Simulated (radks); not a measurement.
Results of a calculation; reference values are marked as such.
Initial-state core-level shifts of neutral terbium when its valence configuration changes from [Xe] 4f9 6s2. Level of theory: scalar-relativistic Kohn-Sham, PBE, spin-unpolarised, spherical densities, point nucleus (a radial shooting solver on a logarithmic mesh with Libxc functionals). Shifts are changes of the shell-averaged eigenvalues in eV (positive: less bound).

valence              2s      4d      5s      5p
4f9 6s1.5 6p0.5  -0.710  -0.710  -0.740  -0.733
4f9 5d1 6s1      +0.747  +0.758  +0.866  +0.798
4f8.5 5d0.5 6s2  -3.325  -3.365  -1.918  -1.566
4f9 6s0.5 6p1.5  -2.028  -2.028  -2.114  -2.089
4f9 6s1 6p1      -1.383  -1.383  -1.441  -1.427
